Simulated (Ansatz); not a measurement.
Frontier orbitals of CuI, SMILES `[Cu][I]`.

Cartesian coordinates in Å:
```
Cu -0.818 -0.020 0.861
I 0.818 0.020 -0.861
```

Charge 0, multiplicity 1. For Cu the d shell is correlated and the shells below it are frozen. Correlated methods include outer-core shells of I, which these sets cover unevenly. Scalar relativity is left out up to krypton. I: def2 effective core potential. The geometry is a stationary point of PBE0-D4/def2-TZVP. Basis def2-TZVPP, Ansatz.

```
functional  HOMO (eV)  LUMO (eV)  gap (eV)
       PBE      -5.72      -3.79      1.93
    revPBE      -5.65      -3.69      1.96
      BLYP      -5.62      -3.82      1.80
      PBE0      -6.82      -2.87      3.95
 CAM-B3LYP      -8.06      -2.10      5.96
   LC-ωPBE      -9.27      -0.84      8.43
   ωB97M-V      -8.90      -1.27      7.63
```

What is the vertical ionisation energy at frozen-core CCSD(T)/def2-TZVPP? (An estimate is asked.)

Computed: 8.93 eV (T1 of the cation 0.020).

Against PBE, PBE0 changes HOMO and LUMO by −1.10 and +0.92 eV, ωB97M-V by −3.17 and +2.53 eV. A gap of 1.93 eV thus becomes 7.63 eV for the same molecule, so an orbital gap means little without its functional. −ε(HOMO) differs from that ionisation energy by −3.21 eV with PBE and −0.04 eV with ωB97M-V.

LC-ωPBE has ω = 0.4 bohr⁻¹.
